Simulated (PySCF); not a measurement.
CH₃BrFGa, SMILES [Br][Ga]([F])[CH3]. Atoms are numbered in the order given.

```xyz
7

Ga     0.0608     0.7470     0.0000
F      1.7298     1.3037     0.0000
Br    -0.1145    -1.5432     0.0000
C     -1.4051     2.0400     0.0000
H     -2.3761     1.5273     0.0000
H     -1.3189     2.6770     0.8932
H     -1.3189     2.6770    -0.8932
```
Charge 0, spin multiplicity 1.

The structure is a stationary point at B3LYP-D3(BJ)/def2-SVP.

Level of theory: TDA-PBE/def2-SVPD in PySCF.

Vertical excitations. Gas-phase values at a fixed geometry. State labels are in the subgroup Cs.

Computed UV-visible absorptions:
```tsv
state	symmetry	energy (eV)	λ (nm)	f	main pairs
S1	A"	5.31	233	0.000	HOMO→LUMO+1 99 %
S2	A'	5.38	230	0.031	HOMO→LUMO 97 %
S3	A"	5.59	222	0.023	HOMO−1→LUMO 99 %
S4	A'	5.87	211	0.011	HOMO−1→LUMO+1 82 %, HOMO−2→LUMO 12 %
S5	A"	6.11	203	0.002	HOMO−2→LUMO+1 99 %
S6	A'	6.62	187	0.294	HOMO−2→LUMO 69 %
S7	A"	7.21	172	0.011	HOMO−3→LUMO 97 %
S8	A'	7.24	171	0.009	HOMO→LUMO+2 98 %
S9	A"	7.38	168	0.005	HOMO−4→LUMO+1 85 %
S10	A'	7.40	168	0.027	HOMO−4→LUMO 62 %, HOMO−3→LUMO+1 31 %
T1	A'	5.02	247	0	HOMO→LUMO 99 %
T2	A"	5.18	239	0	HOMO→LUMO+1 99 %
T3	A"	5.27	235	0	HOMO−1→LUMO 98 %
T4	A'	5.29	235	0	HOMO−1→LUMO+1 98 %
```
Triplets are in the Tamm–Dancoff approximation.
